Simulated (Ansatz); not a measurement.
The molecule ScF, multiplicity 3 (not the ground state: that is measured with 2S+1 = 1). No spin–orbit coupling. Sc is treated without relativity.

Seven points along R, fitted to fifth degree in 1/R; most abundant isotopes. In def2 and cc sets the state is the lowest found near the PBE0 minimum, followed along R.

Run with Ansatz (a quantum-chemistry and plane-wave program) with Gaussian orbitals. 

```json
[
 {"level": "PBE/def2-TZVPP", "r_e (Å)": "1.839", "ω_e (cm⁻¹)": "659", "α_e (cm⁻¹)": "0.0027", "ω_e x_e (cm⁻¹)": "3.4", "dipole (D)": "2.73"},
 {"level": "PBE0/def2-TZVPP", "r_e (Å)": "1.840", "ω_e (cm⁻¹)": "666", "α_e (cm⁻¹)": "0.0026", "ω_e x_e (cm⁻¹)": "3.3", "dipole (D)": "2.78"},
 {"level": "wB97X-V/def2-TZVPP", "r_e (Å)": "1.856", "ω_e (cm⁻¹)": "652", "α_e (cm⁻¹)": "0.0025", "ω_e x_e (cm⁻¹)": "3.1", "dipole (D)": "2.64"},
 {"level": "CCSD/def2-TZVPP", "r_e (Å)": "1.869", "ω_e (cm⁻¹)": "652", "α_e (cm⁻¹)": "0.0025", "ω_e x_e (cm⁻¹)": "3.2", "dipole (D)": "-"},
 {"level": "CCSD(T)/def2-TZVPP", "r_e (Å)": "1.866", "ω_e (cm⁻¹)": "655", "α_e (cm⁻¹)": "0.0025", "ω_e x_e (cm⁻¹)": "3.2", "dipole (D)": "-"}
]
```

Correlated levels freeze the inner cores; with def2 sets outer-core shells near the valence are correlated too.
